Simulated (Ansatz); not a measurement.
Cost and result up the ladder for Cd₃Te₃H₁₂, a cluster cut from wurtzite CdTe (hydrogen-capped) (18 atoms). The state is a singlet with charge 0. Geometry: PBE0-D4/def2-SVP.

```xyz
18

Cd   -0.2971   -1.2023   -3.7375
Cd    3.4954    1.0877    1.4416
Cd   -3.1475   -0.1213    2.3595
Te    2.0438    0.0689   -1.5290
Te   -2.2657   -0.7113   -0.9338
Te    0.1946    0.7691    2.4282
H     3.2625   -0.9749   -1.9593
H     2.6680    1.2586   -2.5068
H    -0.6620    0.3096   -4.3991
H     0.0531   -2.7937   -3.2842
H    -3.4966    0.1381   -1.6581
H    -3.1133   -2.1329   -1.0774
H     3.3433    2.7321    1.0813
H     3.8487   -0.5054    1.8863
H     0.0221    2.2646    3.1316
H     0.5220    0.0739    3.9011
H    -2.7934   -1.7151    2.8013
H    -3.6778    1.4543    2.0545
```

Ansatz on 4 threads of Arm Neoverse V1 on a shared host. Times are rough, and most runs start from the orbitals of an earlier one. PBE0-D4/def2-TZVP serves as the yardstick here, not as an exact answer. Differences are given only for rows in sets of like size (and for xTB, whose basis is part of the method), since another set adds its own error. Binding counts from free atoms at the same level (Cd singlet, Te triplet, H doublet; other spins of the atoms weren't run), without zero-point energy or a counterpoise term.

In the def2 sets Cd, Te take a core potential; there is no spin–orbit coupling. Correlated methods freeze 12 core orbitals; core or outer-core shells of Cd, Te are correlated, in sets that lack core-valence functions. The rows differ in basis, and correlated rows in double-zeta sets carry the largest basis error.

Correlated methods converge slowly with the basis, most of all in double-zeta sets.

| level | functions | wall time | binding energy per atom (eV) | difference from PBE0-D4/def2-TZVP (eV) |
| --- | --- | --- | --- | --- |
| PBE-D4/def2-SVP | 231 | 4.1 s | 1.73 | – |
| revPBE-D4/def2-TZVP | 342 | 7.5 s | 1.70 | -0.03 |
| PBE-D4/def2-TZVP (with forces) | 342 | 8 s | 1.73 | 0.01 |
| PBE0-D4/def2-SVP | 231 | 9 s | 1.72 | – |
| MP2/def2-SVP | 231 | 11 s | 1.54 | – |
| r2SCAN-D4/def2-TZVP | 342 | 15 s | 1.76 | 0.04 |
| PBE0-D4/def2-TZVP | 342 | 23 s | 1.72 | 0.00 |
| HF/def2-TZVP | 342 | 26 s | 1.13 | -0.59 |
